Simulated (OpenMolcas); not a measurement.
Computed levels of Pr

```yaml
Program: OpenMolcas 26.06
Method: "SS-CASPT2, IPEA 0.25 Eh, imaginary shift 0.1 Eh (closed shells correlated: 5s 5p 6s)"
Basis: ANO-RCC-VQZP [9s8p6d4f3g2h]
Scalar_Hamiltonian: DKH2, point nucleus
Active_space: 3 electrons in 7 orbitals (4f)
State_averaging: 2S+1 = 4 odd, 35 roots; 2S+1 = 2 odd, 112 roots (89 in the spin-orbit step)
Spin-orbit_coupling: state interaction with AMFI integrals over the reference wave functions, term energies averaged over their components
```

With spin-orbit coupling, above the lowest level:

```
Configuration    Term     J  E (cm⁻¹)  Measured (cm⁻¹)      g  Term weight %     Second
      4f³ 6s²     ⁴I°   9/2       0.0              0.0  0.733             97   3 ²H°(1)
      4f³ 6s²     ⁴I°  11/2      1520             1377  0.966             99           
      4f³ 6s²     ⁴I°  13/2      3140             2847  1.107            100           
      4f³ 6s²     ⁴I°  15/2      4830             4381  1.199             99           
      4f³ 6s²  ²H°(1)   9/2      9850                   0.938             82     12 ²G°
      4f³ 6s²     ⁴F°   3/2     11100                   0.431             94   5 ²D°(1)
      4f³ 6s²     ⁴F°   5/2     11970                   1.033             98   2 ²D°(1)
      4f³ 6s²  ²H°(1)  11/2     12210                   1.092             97           
      4f³ 6s²     ⁴S°   3/2     12350                   1.957             94      5 ²P°
      4f³ 6s²     ⁴F°   7/2     12620                   1.176             82     18 ²G°
      4f³ 6s²     ⁴F°   9/2     13310                   1.262             75     16 ²G°
      4f³ 6s²     ²G°   7/2     14740                   0.955             78     18 ⁴F°
      4f³ 6s²     ²K°  13/2     16680                   0.935             99           
      4f³ 6s²     ²G°   9/2     16930                   1.150             66     22 ⁴F°
      4f³ 6s²     ⁴G°   5/2     17440                   0.570            100           
      4f³ 6s²     ²K°  15/2     18320                   1.066             97      2 ²L°
      4f³ 6s²     ⁴G°   7/2     18420                   0.981             96      4 ²G°
      4f³ 6s²  ²D°(1)   3/2     18690                   1.066             48     44 ²P°
      4f³ 6s²     ⁴G°   9/2     19500                   1.169             94      5 ²G°
      4f³ 6s²     ²P°   1/2     20270                   0.655             98           
      4f³ 6s²  ²D°(1)   5/2     20490                   1.197             97      2 ⁴F°
      4f³ 6s²     ⁴G°  11/2     20620                   1.268             97           
      4f³ 6s²     ²P°   3/2     22630                   1.081             50  46 ²D°(1)
      4f³ 6s²     ²I°  11/2     26410                   0.943             89  11 ²H°(2)
      4f³ 6s²     ²I°  13/2     27410                   1.076             99           
      4f³ 6s²     ²L°  15/2     27870                   0.944             98      2 ²K°
      4f³ 6s²     ⁴D°   3/2     27870                   1.029             57  42 ²D°(2)
      4f³ 6s²     ⁴D°   5/2     28400                   1.317             68  32 ²D°(2)
      4f³ 6s²     ⁴D°   1/2     28910                   0.009             98           
      4f³ 6s²     ²L°  17/2     29140                   1.059            100           
      4f³ 6s²  ²H°(2)   9/2     29980                   0.910             99           
      4f³ 6s²     ⁴D°   7/2     30540                   1.430            100           
      4f³ 6s²  ²H°(2)  11/2     30930                   1.074             87     11 ²I°
      4f³ 6s²  ²D°(2)   3/2     30940                   0.972             56     43 ⁴D°
      4f³ 6s²  ²D°(2)   5/2     32500                   1.255             68     32 ⁴D°
```

Against the 3 measured excited levels shown (NIST Handbook of Basic Atomic Spectroscopic Data) the mean absolute deviation is 300 cm-1; the largest miss in energy is 4f³ 6s² ⁴I°_15/2: computed 4830, measured 4381 cm⁻¹ (+10.2 %).

Spin-orbit coupling puts the lowest level 2837 cm⁻¹ below the lowest spin-free term.

For ⁴I° the intervals divided by the larger J are 276.4, 249.6, 224.8 cm-1. Landé's interval rule makes them equal in pure LS coupling; they differ by 21 % of their mean. The multiplet is regular.

Term energies are means over components that CASPT2 splits; among the terms shown or strongly mixed into the levels shown the widest spread is 1900 cm-1 (4f³ 6s² ²L°). High states are left out of the spin-orbit mixing, which shifts the levels that they would mix with. With the s shell closed, the reference lacks s² → p² mixing. The CASPT2 spread within a term exceeds the gap to the next term for 4f³ 6s² ²I° and 4f³ 6s² ²L°, 4f³ 6s² ²L° and 4f³ 6s² ⁴D°, so the order of their levels is uncertain. Measured partners are found by configuration, term and J. A level has none where our copy of the source lacks it or the pairing is in doubt (some pairs that miss far off the trend of their configuration count as doubtful), and it then counts in no deviation. Levels of configurations outside the active space are missing. The first state left out of the spin-orbit step lies near 41000 cm-1 above the lowest spin-free state of the reference (among the parities and spins computed), and the list stops at four fifths of that energy or lower.

The term weight is that of the spin-free term in the level, not the purity of its configuration. A number in round brackets counts repeated terms of one configuration in the order of the reference energies. ° marks odd parity.
